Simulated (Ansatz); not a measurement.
Reaction (cleavage of the B–Si bond): `B[SiH2]N[SiH2]F` + `O[SiH]([SiH3])Cl` → `BO[SiH]([SiH3])Cl` + `F[SiH2]N[SiH3]`

Gas-phase electronic energies from Ansatz, PBE0-D4/def2-TZVP geometries. CCSD(T)/CBS adds triple-zeta CCSD(T) − MP2 to the extrapolated MP2 energy (def2 sets, frozen cores). This one scheme is used for every species. DFT in def2-TZVPP. One conformer a species, not always the lowest.

```csv
level,ΔE (kJ/mol)
PBE-D4,-148.1
PBE0-D4,-152.9
PBE,-151.1
HF/def2-TZVPP,-195.1
CCSD/def2-TZVPP,-168.5
CCSD(T)/def2-TZVPP,-165.4
SCS-MP2/def2-QZVPP,-174.3
CCSD/CBS(def2),-166.8
```

(1) What does CCSD(T)/CBS give? (An estimate is asked.)

Largest T1 diagnostic among the species: 0.013.

Answers

(1) Computed: -163.7 kJ/mol. The listed levels differ from it by 15.6, 10.8, 12.6, -31.4, -4.8, -1.7, -10.6, -3.1 kJ/mol.

From PBE to PBE0 (25 % exact exchange), in def2-TZVPP and without D4, ΔE moves by −4.1 kJ/mol. In def2-TZVPP, CCSD(T) changes the Hartree–Fock value by +29.7 kJ/mol (the triples alone add +3.2 kJ/mol) and MP2 by +25.3 kJ/mol.
